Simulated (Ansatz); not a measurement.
Conformers of GeH7NO2Si (`O[SiH](O)[NH][GeH3]`), each relaxed with PBE0-D4/def2-TZVP in Ansatz. CBS adds the triple-zeta coupled-cluster correction to the MP2 limit.

Outer-core shells of Ge are correlated without core-valence functions. Scalar relativity is left out up to krypton. Spin–orbit coupling is left out.

Not all of them had a frequency check.

Conformer A:

```xyz
12

O     0.479   -0.969   -1.724
Si   -0.517   -1.048   -0.426
O    -1.909   -0.354   -0.966
N     0.189   -0.243    0.895
Ge    1.018    1.404    0.856
H     0.050   -0.888   -2.578
H    -0.767   -2.445    0.008
H    -2.607   -0.215   -0.324
H     0.376   -0.801    1.714
H     0.675    2.153    2.156
H     2.547    1.254    0.750
H     0.465    2.151   -0.363
```

Conformer B:

```xyz
12

O     2.154   -0.608    0.967
Si    0.813   -0.748    0.022
O     0.394   -2.325    0.173
N    -0.468    0.267    0.493
Ge   -1.497    1.358   -0.574
H     2.531    0.267    1.060
H     1.119   -0.389   -1.384
H     1.102   -2.925    0.411
H    -0.842    0.123    1.421
H    -1.650    2.726    0.115
H    -2.896    0.750   -0.792
H    -0.761    1.504   -1.911
```

(1) Which is lowest in electronic energy at CCSD(T)/CBS (frozen core, def2 sets), and by how much? (Estimate.)

(2) Give the energies relative to A (kJ/mol) with r2SCAN-D4/def2-TZVPP, PBE0-D4/def2-TZVPP, B3LYP-D4/def2-TZVPP, B2PLYP/def2-TZVPP, B3LYP/def2-TZVPP, SCS-MP2/def2-TZVPP, HF/def2-QZVPP. (Best estimate.)

Answers

(1) Ansatz gave: A; B lies 0.9 kJ/mol higher. Gaps under about 2 kJ/mol don't settle the order.

(2) Computed: 
```json
{"level": "r2SCAN-D4/def2-TZVPP", "B": "1.6"}
{"level": "PBE0-D4/def2-TZVPP", "B": "1.1"}
{"level": "B3LYP-D4/def2-TZVPP", "B": "1.9"}
{"level": "B2PLYP/def2-TZVPP", "B": "0.5"}
{"level": "B3LYP/def2-TZVPP", "B": "0.4"}
{"level": "SCS-MP2/def2-TZVPP", "B": "0.7"}
{"level": "HF/def2-QZVPP", "B": "0.9"}
```

B3LYP here is the variant with VWN-RPA as its local correlation; programs differ in this.
